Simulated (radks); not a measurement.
Task: The mean radii <r> (bohr) of the occupied orbitals of an atom or ion are listed with their occupations. Method: non-relativistic Kohn-Sham, exchange-only B88, spin-polarised, spherical densities, point nucleus; computed with a radial shooting solver on a logarithmic mesh with Libxc functionals.

orbital  occ.      <r>
1s          2  0.02134
2s          2  0.09036
2p          6  0.07648
3s          2   0.2305
3p          6   0.2204
3d         10   0.1939
4s          2   0.5175
4p          6   0.5268
4d         10   0.5501
5s          2    1.272
5p          6    1.421
4f         14   0.6894

Name the element and its charge. Open shells, if any, are filled with parallel spins first.

Result: Z = 71, lutetium, charge +3: Lu3+ in [Xe] 4f14. The 1s radius gives Z: for a bare nucleus <r> = 1.5/Z, 0.02113 bohr for Z = 71, and screening makes it slightly larger (0.02134 here). The occupations add up to 68, and the charge is Z minus that.
